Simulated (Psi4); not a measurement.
HClF₂OSi (SMILES O[Si](F)(F)Cl), singlet, geometry from GFN2-xTB; MP2/def2-SVP (Psi4 1.11).

The Psi4 input:
```
memory 2 GB

molecule mol {
0 1
  O     1.637758   -0.461005   -0.443170
  Si    0.120506   -0.269715    0.022409
  F    -0.061356   -0.770156    1.525323
  F    -0.684548   -1.335858   -0.827396
  Cl   -0.615428    1.553356   -0.174176
  H     2.386253    0.011123   -0.088718
}

set basis def2-svp
set reference rhf
set freeze_core true

energy('mp2')
print_variables()
```

Write the output that Psi4 gives for this input, abridged.


```
    SCF Algorithm Type (re)set to DF.

   => Loading Basis Set <=

    Name: DEF2-SVP
    Role: ORBITAL
    Keyword: BASIS

         ---------------------------------------------------------
                                   SCF
               by Justin Turney, Rob Parrish, Andy Simmonett
                          and Daniel G. A. Smith
                              RHF Reference
         ---------------------------------------------------------

  ==> Geometry <==

    Molecular point group: c1
    Full point group: C1

    Geometry (in Angstrom), charge = 0, multiplicity = 1:

       Center              X                  Y                   Z               Mass
    ------------   -----------------  -----------------  -----------------  -----------------
         O            1.669295354972    -0.455916640395    -0.448408190254    15.994914619570
         SI           0.152043354972    -0.264626640395     0.017170809746    27.976926534650
         F           -0.029818645028    -0.765067640395     1.520084809746    18.998403162730
         F           -0.653010645028    -1.330769640395    -0.832634190254    18.998403162730
         CL          -0.583890645028     1.558444359605    -0.179414190254    34.968852682000
         H            2.417790354972     0.016211359605    -0.093956190254     1.007825032230

  Running in c1 symmetry.

  Rotational constants: A =      0.13900  B =      0.08217  C =      0.08078 [cm^-1]
  Rotational constants: A =   4167.17425  B =   2463.49910  C =   2421.63985 [MHz]
  Nuclear repulsion =  323.589342810150356

  Charge       = 0
  Multiplicity = 1
  Electrons    = 58
  Nalpha       = 29
  Nbeta        = 29

  ==> Algorithm <==

  SCF Algorithm Type is DF.
  DIIS enabled.
  MOM disabled.
  Fractional occupation disabled.
  Guess Type is SAD.
  Energy threshold   = 1.00e-08
  Density threshold  = 1.00e-08
  Integral threshold = 1.00e-12

  ==> Primary Basis <==

  Basis Set: DEF2-SVP
    Blend: DEF2-SVP
    Number of shells: 37
    Number of basis functions: 83
    Number of Cartesian functions: 88
    Spherical Harmonics?: true
    Max angular momentum: 2

   => Loading Basis Set <=

    Name: (DEF2-SVP AUX)
    Role: JKFIT
    Keyword: DF_BASIS_SCF

  ==> Integral Setup <==

  SCF_SUBTYPE=INCORE selected. In-core MEM_DF algorithm will be used.
  Using in-core AOs.

  ==> MemDFJK: Density-Fitted J/K Matrices <==

    J tasked:                   Yes
    K tasked:                   Yes
    wK tasked:                   No
    Algorithm:                 Core
    Schwarz Cutoff:           1E-12
    Mask sparsity (%):       1.9161
    Fitting Condition:        1E-10

   => Auxiliary Basis Set <=

  Basis Set: (DEF2-SVP AUX)
    Blend: DEF2-UNIVERSAL-JKFIT
    Number of shells: 157
    Number of basis functions: 505
    Number of Cartesian functions: 609
    Spherical Harmonics?: true
    Max angular momentum: 4

  Minimum eigenvalue in the overlap matrix is 2.1756443739E-02.
  Reciprocal condition number of the overlap matrix is 5.5124463032E-03.
    Using symmetric orthogonalization.

  ==> Pre-Iterations <==

  SCF Guess: Superposition of Atomic Densities via on-the-fly atomic UHF (no occupation information).

   -------------------------
    Irrep   Nso     Nmo
   -------------------------
     A         83      83
   -------------------------
    Total      83      83
   -------------------------

  ==> Iterations <==

                           Total Energy        Delta E     RMS |[F,P]|

   @DF-RHF iter SAD: -1021.75343643804899   -1.02175e+03   0.00000e+00
   @DF-RHF iter   1: -1022.41076636940056   -6.57330e-01   6.62843e-03 DIIS/ADIIS
   @DF-RHF iter   2: -1022.49230275047535   -8.15364e-02   3.93711e-03 DIIS/ADIIS
   @DF-RHF iter   3: -1022.52758032819872   -3.52776e-02   3.32661e-04 DIIS/ADIIS
   @DF-RHF iter   4: -1022.52811617774535   -5.35850e-04   7.64645e-05 DIIS
   @DF-RHF iter   5: -1022.52814738910286   -3.12114e-05   2.27718e-05 DIIS
[...]
  Energy and wave function converged.

  ==> Post-Iterations <==

    Orbital Energies [Eh]
    ---------------------

    Doubly Occupied:

[...]
    Virtual:

[...]
    Final Occupation by Irrep:
              A
    DOCC [    29 ]
    NA   [    29 ]
    NB   [    29 ]

  @DF-RHF Final Energy: -1022.52815090214790

   => Energetics <=

    Nuclear Repulsion Energy =            323.5893428101503559
    One-Electron Energy =               -2062.9756790280948735
    Two-Electron Energy =                 716.8581853157966179
    Total Energy =                      -1022.5281509021478996

Computation Completed

Properties will be evaluated at   0.000000,   0.000000,   0.000000 [a0]

Properties computed using the SCF density matrix

 Multipole Moments:

 ------------------------------------------------------------------------------------
     Multipole            Electronic (a.u.)      Nuclear  (a.u.)        Total (a.u.)
 ------------------------------------------------------------------------------------

 L = 1.  Multiply by 2.5417464519 to convert [e a0] to [Debye]
 Dipole X            :         -2.6662791            3.4566031            0.7903240
 Dipole Y            :          0.2816318            0.5577033            0.8393351
 Dipole Z            :          0.6896461           -0.5741291            0.1155171
 Magnitude           :                                                    1.1586370

 ------------------------------------------------------------------------------------

  //>>>>>>>>>>>>>>>>>>>>>>>>>>>>>>>>>>>//
  //               DFMP2               //
  //<<<<<<<<<<<<<<<<<<<<<<<<<<<<<<<<<<<//

   => Loading Basis Set <=

    Name: (DEF2-SVP AUX)
    Role: RIFIT
    Keyword: DF_BASIS_MP2

	 --------------------------------------------------------
	                          DF-MP2
	      2nd-Order Density-Fitted Moller-Plesset Theory

	        Rob Parrish, Justin Turney, Andy Simmonett,
	           Ed Hohenstein, and C. David Sherrill
	 --------------------------------------------------------

   => Auxiliary Basis Set <=

  Basis Set: (DEF2-SVP AUX)
    Blend: DEF2-SVP-RI
    Number of shells: 94
    Number of basis functions: 282
    Number of Cartesian functions: 326
    Spherical Harmonics?: true
    Max angular momentum: 3

	 --------------------------------------------------------
	                 NBF =    83, NAUX =   282
	 --------------------------------------------------------
	   CLASS    FOCC     OCC    AOCC    AVIR     VIR    FVIR
	   PAIRS      13      29      16      54      54       0
	 --------------------------------------------------------

	-----------------------------------------------------------
	 ==================> DF-MP2 Energies <====================
	-----------------------------------------------------------
	 Reference Energy          =   -1022.5281509021478996 [Eh]
	 Singles Energy            =      -0.0000000000000000 [Eh]
	 Same-Spin Energy          =      -0.2132678995314269 [Eh]
	 Opposite-Spin Energy      =      -0.5606120740810565 [Eh]
	 Correlation Energy        =      -0.7738799736124834 [Eh]
	 Total Energy              =   -1023.3020308757603516 [Eh]
	-----------------------------------------------------------
	 ================> DF-SCS-MP2 Energies <==================
	-----------------------------------------------------------
	 SCS Same-Spin Scale       =       0.3333333333333333 [-]
	 SCS Opposite-Spin Scale   =       1.2000000000000000 [-]
	 SCS Same-Spin Energy      =      -0.0710892998438090 [Eh]
	 SCS Opposite-Spin Energy  =      -0.6727344888972678 [Eh]
	 SCS Correlation Energy    =      -0.7438237887410768 [Eh]
	 SCS Total Energy          =   -1023.2719746908890102 [Eh]
	-----------------------------------------------------------

  Variable Map:
  ----------------------------------------------------------------------------
[...]
  Array Variable Map:
  ----------------------------------------------------------------------------
[...]
[...]
```
